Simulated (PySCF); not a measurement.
C₃H₃N₂, SMILES C1[N]N=CC=1, multiplicity 2. Atoms are numbered in the order given.

```xyz
8

C      0.0000     0.0000    -1.1451
C      0.0000     1.1190    -0.2896
N      0.0000     0.6167     0.9684
N      0.0000    -0.6167     0.9684
C      0.0000    -1.1190    -0.2896
H      0.0000     0.0000    -2.2349
H      0.0000     2.1883    -0.4881
H      0.0000    -2.1883    -0.4881
```
Charge 0, spin multiplicity 2.

Geometry: ωB97X-D3(BJ)/def2-SVP. The isomer is the one that the SMILES or the coordinates give; other isomers of the formula were not compared.

Calculation: PBE/pcH-1 in PySCF.

Unrestricted Kohn–Sham, ⟨S²⟩ = 0.753. Hyperfine tensors hold the contact and dipolar terms, without spin-orbit corrections.

Question: Estimate the hyperfine couplings. (The exact figures need the calculation; the answer reports its results.)

Answer: 
| nucleus | A(iso) (MHz) | A(iso) (G) | dipolar principal values (MHz) |
|---|---|---|---|
| 13C no. 1 | -7.3 | -2.6 | -8.3, -2.5, 10.7 |
| 13C no. 2 | 94.4 | 33.7 | -17.0, -10.5, 27.5 |
| 14N no. 3 | 172.5 | 61.5 | -18.3, -16.3, 34.6 |
| 14N no. 4 | 172.5 | 61.5 | -18.3, -16.3, 34.6 |
| 13C no. 5 | 94.4 | 33.7 | -17.0, -10.5, 27.5 |
| 1H no. 6 | -6.2 | -2.2 | -4.8, -1.0, 5.7 |
| 1H no. 7 | -7.6 | -2.7 | -7.5, -3.6, 11.1 |
| 1H no. 8 | -7.6 | -2.7 | -7.5, -3.6, 11.1 |

Question: And the g tensor (effective nuclear charges for spin-orbit coupling, GIAO)? (The exact figures need the calculation; the answer reports its results.)

Answer: principal values 2.0023, 2.0036, 2.0054; isotropic 2.0038.
